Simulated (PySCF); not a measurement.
Löwdin shares of the frontier orbitals

Compound: Cu(AsH3)(NH2) (singlet state).
Structure used (PBE0-D3(BJ)/def2-SVP), in Å, numbered top down from 1:
```
atom  x, y, z in Å
Cu1    0.0025   -0.0692   -0.6309
As2    0.0065   -0.0560    1.6431
H3    -1.1920   -0.5721    2.4085
H4     0.1485    1.2469    2.3990
H5     1.0582   -0.8205    2.4174
N6    -0.0091   -0.2015   -2.4510
H7     0.8023    0.2268   -2.8990
H8    -0.8169    0.2456   -2.8871
```

Theory: TDDFT B3LYP/def2-SVPD, vertical, gas phase, core orbitals frozen in the response (PySCF). Relativistic effects, spin–orbit coupling among them, are left out although an element past zinc is present.

Kohn–Sham orbitals with the atoms that hold most of them (Löwdin shares over 4%, at most four atoms; ? is withheld):

| orbital | ε (eV) | atoms |
| --- | --- | --- |
| HOMO-3 | -7.45 | Cu1 99% |
| HOMO-2 | -7.45 | Cu1 99% |
| HOMO-1 | -6.52 | ? |
| HOMO | -5.15 | N6 60%, Cu1 19%, H7 9%, H8 9% |
| LUMO | ? | ? |
| LUMO+1 | -0.88 | As2 36%, Cu1 28%, H5 15%, H3 13% |
| LUMO+2 | -0.82 | As2 40%, Cu1 25%, H4 24%, H3 4% |

(1) Which atoms hold the HOMO-1, and with what shares?

(2) Give the leading atoms of the LUMO.

(3) What is the LUMO energy, and the HOMO–LUMO gap?

## Answers

(1) Cu1 (bonded to As and N) 67%; N6 (bonded to Cu and 2 H) 21%; H8 (bonded to N) 4%; H7 (bonded to N) 4%. By element: copper 67%, nitrogen 21%, hydrogen 9% or more.

(2) As2 (bonded to Cu and 3 H) 47%; Cu1 (bonded to As and N) 25%; H3 (bonded to As) 12%; H5 (bonded to As) 10%. By element: arsenic 47%, copper 25%, hydrogen 22% or more.

(3) ε(LUMO) = -0.98 eV; the gap is 4.17 eV (0.1531 hartree).

Within 0.005 eV of a neighbour in this list lie HOMO-3/HOMO-2.

Question: How does S1 compare with the orbital gap of 4.17 eV?

Answer: S1 is at 3.29 eV (f = 0.0034), 0.88 eV below the gap, made of HOMO→LUMO (99%). 

Question: Give energy, strength and leading configuration of S1, S3, S4 and S5, and follow the Löwdin shares of the leading atoms from the occupied to the empty orbital.

Answer: 
- S1 (3.29 eV, f 0.0034), HOMO→LUMO (99%): N6 60% → at most 7%, Cu1 19% → 25%, As2 at most 4% → 47%; the Löwdin share of copper is 19% in HOMO and 25% in LUMO
- S3 (3.75 eV, f 0.091), HOMO→LUMO+1 (88%): N6 60% → at most 9%, Cu1 19% → 28%, As2 at most 4% → 36%; the Löwdin share of copper is 19% in HOMO and 28% in LUMO+1
- S4 (4.44 eV, f 0.025), HOMO-1→LUMO (98%): Cu1 67% → 25%, N6 21% → at most 7%, As2 at most 4% → 47%; the Löwdin share of copper is 67% in HOMO-1 and 25% in LUMO
- S5 (4.53 eV, f 0.014), HOMO-1→LUMO+1 (86%): Cu1 67% → 28%, N6 21% → at most 9%, As2 at most 4% → 36%; the Löwdin share of copper is 67% in HOMO-1 and 28% in LUMO+1

Orbitals of the list HOMO-3 to LUMO+2 that lie within 0.01 eV of each other are written together with a slash and their weights summed (≥ marks a lower bound); for degenerate orbitals outside that list single weights are arbitrary.

Löwdin shares depend on the basis, the more so with diffuse functions.

Hardware: Arm Neoverse V2, one thread (shared host). Cost: 17 s wall.
